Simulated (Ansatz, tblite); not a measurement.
Forces on B10⁺ at its PBE0-D4/def2-SVP geometry. The state is a doublet with charge 1.

The xTB rows come from tblite. The structure comes from a short search, and lower isomers may exist.

GFN1-xTB (tblite), largest force 3.10 eV/Å:

```xyz
10
positions Å, forces eV/Å
B     1.978   -0.200    0.943    0.927   -1.093   -0.228
B    -1.355   -0.526    0.405    0.769    0.227    1.510
B    -1.960   -0.805   -1.024   -0.877    0.189    0.148
B     0.058    0.855   -0.995   -0.246    1.720   -0.010
B    -0.288   -0.930   -1.037    2.403   -1.669    1.011
B     1.137   -0.555   -0.370    0.342   -1.748   -0.199
B    -0.297    0.137    1.467   -1.474   -0.432   -0.602
B     0.865    1.066    0.389   -1.693    1.901   -1.763
B    -1.266    0.375   -1.752   -0.145    1.308   -0.682
B     1.129    0.583    1.976   -0.007   -0.404    0.815
```

GFN2-xTB (tblite), largest force 1.30 eV/Å:

```
B -0.810 0.352 -0.494
B 0.859 0.190 0.186
B 0.456 0.962 0.410
B -0.475 0.220 0.351
B 0.960 0.297 0.823
B -0.264 -0.436 0.440
B -0.238 -0.081 -0.818
B -0.900 -0.234 -0.878
B 0.701 -0.383 0.634
B -0.290 -0.885 -0.654
```

B97M-V/def2-TZVP (Ansatz), largest force 0.58 eV/Å:

```
B -0.387 0.141 -0.035
B 0.192 0.115 -0.025
B 0.455 0.323 0.134
B -0.058 -0.087 0.148
B 0.156 0.240 0.234
B -0.160 0.012 0.095
B 0.021 -0.070 -0.211
B -0.219 -0.236 -0.162
B 0.129 -0.207 0.336
B -0.129 -0.231 -0.514
```
